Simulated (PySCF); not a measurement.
## Be (beryllium, neutral): MN15 calculation

Configuration: [He] 2s1 3d1, high-spin 3D determinant (an excited configuration). Computed with PySCF 2.14 in aug-cc-pVTZ-DK (5s4p3d2f, 46 functions), with scalar relativity by spin-free X2C-1e.

```json
{"Total energy": "-14.3432 hartree", "One-electron energy": "-18.2387 hartree", "Hartree (Coulomb) energy": "6.5513 hartree", "Exchange-correlation energy": "-2.6558 hartree", "⟨S²⟩": "2.0000", "⟨L²⟩": "6.003", "Sum of ⟨r⟩": "8.101 bohr", "Sum of ⟨r²⟩": "33.24 bohr²", "Traceless quadrupole moment −½Σ⟨3z² − r²⟩ along its main axis": "7.52 e·bohr²", "Langevin diamagnetic susceptibility": "-26.3 ×10⁻⁶ cm³/mol"}
```

```json
{"shell": "1s α", "electrons": "1", "mean orbital energy (hartree)": "-4.30543", "rms radius, mean of both spins (bohr)": "0.489"}
{"shell": "1s β", "electrons": "1", "mean orbital energy (hartree)": "-4.29315", "rms radius, mean of both spins (bohr)": "0.489"}
{"shell": "2s α", "electrons": "1", "mean orbital energy (hartree)": "-0.36430", "rms radius, mean of both spins (bohr)": "2.53"}
{"shell": "3d α", "electrons": "1", "mean orbital energy (hartree)": "0.04775", "rms radius, mean of both spins (bohr)": "5.13"}
```

The outer electron is Rydberg-like, and this basis confines it to a smaller radius and binds it less than a complete one would. At MN15 the highest occupied level has a positive energy, so only the finite basis holds that electron; for this excited configuration the basis is too tight for the outer shell.
